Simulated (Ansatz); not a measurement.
Ge₃Te₃, relaxed as a singlet with RKS r2SCAN-D4/def2-SVP in Ansatz, starting from the GFN2-xTB geometry. Force threshold 0.02 eV/Å.

In the def2 sets Te takes a core potential; there is no spin–orbit coupling. The restricted singlet is unstable towards broken spin symmetry in Hartree–Fock (as tested in another run); at r2SCAN-D4/def2-SVP this wasn't settled. The structure comes from a short search, and lower isomers may exist.

Start:

```xyz
6

Ge    0.350   -0.752    1.243
Ge   -0.825    1.633    0.905
Ge   -1.129   -0.299   -0.932
Te    1.316    2.298   -0.419
Te    1.548   -0.309   -1.116
Te   -1.259   -2.571    0.320
```

```tsv
step	energy (eV)	largest force component (eV/Å)	SCF passes
1	-191425.9814	0.961	20
2 (rejected)	-191425.9219	1.155	27
3	-191426.0595	0.222	22
4 (rejected)	-191426.0482	0.262	22
5 (rejected)	-191426.0585	0.229	23
6	-191426.0648	0.034	21
7	-191426.0649	0.029	23
8	-191426.0650	0.017	23
```

Force components are those of the run's own axes.

End:

```
atom   x (Å)   y (Å)   z (Å)
 Ge1   0.354  -0.731   1.279
 Ge2  -0.860   1.588   0.917
 Ge3  -1.157  -0.269  -0.941
 Te4   1.330   2.312  -0.423
 Te5   1.594  -0.340  -1.156
 Te6  -1.260  -2.559   0.324
```

By distances, no bond broke or formed. The bond that changes most is Ge1–Te5, from 2.68 to 2.76 Å (atoms count from 1).

No frequencies were taken in this run, so the end may be a saddle point.

Hardware: 4 threads of Intel Xeon on a shared host. Wall time 27 s.
